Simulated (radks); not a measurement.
Problem. Radial electron density D(r) = 4 pi r^2 rho(r) of an atom or ion with 33 electrons. Calculated with a radial shooting solver on a logarithmic mesh with Libxc functionals: scalar-relativistic Kohn-Sham, PBE, spin-unpolarised, spherical densities, point nucleus.

| r (bohr) | D(r) (e/bohr) |
|---|---|
| 0.001717 | 3.467 |
| 0.0022 | 5.265 |
| 0.00282 | 7.893 |
| 0.003613 | 11.64 |
| 0.00463 | 16.79 |
| 0.005934 | 23.57 |
| 0.007604 | 31.96 |
| 0.009744 | 41.45 |
| 0.01249 | 50.85 |
| 0.016 | 58.26 |
| 0.0205 | 61.60 |
| 0.02628 | 59.96 |
| 0.03367 | 55.34 |
| 0.04315 | 52.94 |
| 0.05529 | 58.08 |
| 0.07085 | 69.75 |
| 0.0908 | 77.89 |
| 0.1164 | 72.17 |
| 0.1491 | 57.34 |
| 0.1911 | 51.52 |
| 0.2448 | 59.27 |
| 0.3138 | 60.10 |
| 0.4021 | 41.52 |
| 0.5152 | 20.50 |
| 0.6603 | 12.10 |
| 0.8461 | 8.824 |
| 1.084 | 3.929 |
| 1.389 | 0.7863 |
| 1.78 | 0.05883 |
| 2.282 | 0.001298 |

What is the nuclear charge?

Solution. Z = 48. The innermost maximum, from 1s, lies near gamma/Z bohr with gamma = sqrt(1 - (Z/c)^2) = 0.937, here 0.0195 bohr (found: 0.0213), and its height grows with Z. The density is that of the cadmium ion Cd15+ in [Ar] 3d10 4s2 4p3; the configuration itself is not fixed sharply by these data, and Z only to a few units. D(r) has 3 maxima, at r = 0.0213, 0.0938, 0.283 bohr, and minima at 0.0421, 0.184 bohr, inside which lie 2.01, 11.11 electrons.
